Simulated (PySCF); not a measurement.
# Correlation energy of Zr (zirconium, neutral)

[Kr] 4d2 5s2, high-spin 3F determinant. Calculation: PySCF 2.14, in def2-TZVPPD with the def2 core potential (28 electrons) (6s4p3d2f1g, 56 functions); scalar relativity through the core potential. Frozen: nothing; 12 electrons correlated.

```tsv
level	correlation energy (mhartree)
CCSD	-273.13
(T)	-10.43
CCSD(T)	-283.56
```

Diagnostics: T1 = 0.024, D1 = 0.0948, largest double amplitude 0.077.

Task: Is a single reference adequate?

Result: Mostly. T1 lies below 0.03, but a double amplitude of this size points to a near-degeneracy that CCSD handles and MP2 describes poorly.

The basis has no tight functions for the innermost shells, so their pair energies are far from complete.

This basis was not built for core-valence correlation, so the inner-shell part is incomplete.
